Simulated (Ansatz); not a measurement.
Ansatz (a program for electronic structure) input:

Ansatz 0.2 input:
```yaml
crystal:
  periodic: [false, false, false]
  atoms:
    - {symbol: C, position_ang: [-2.28924103, 0.17293910, -0.79397812]}
    - {symbol: C, position_ang: [-1.13101353, 0.10602049, -0.04874590]}
    - {symbol: C, position_ang: [0.17357968, 0.47972573, -0.37752851]}
    - {symbol: Cl, position_ang: [1.51621046, -0.31874010, 0.58236746]}
    - {symbol: H, position_ang: [-2.28557858, 0.50528537, -1.82785117]}
    - {symbol: H, position_ang: [-3.25641829, 0.04520633, -0.32266307]}
    - {symbol: H, position_ang: [-1.25035997, -0.23427618, 0.98171423]}
    - {symbol: H, position_ang: [0.49682817, 0.55025431, -1.40993166]}
basis:
  gaussian:
    orbitals: def2-TZVPD
hamiltonian:
  xc: {name: HSE06}
total_charge: -1
output: {forces: true}
```

**Question.** Predict the final energy.

**Answer.** -576.63069 Eh (HSE06/def2-TZVPD). The basis has 193 functions.

It need not be the lowest isomer of its formula. Whether it binds its extra electron was not tested at this geometry.
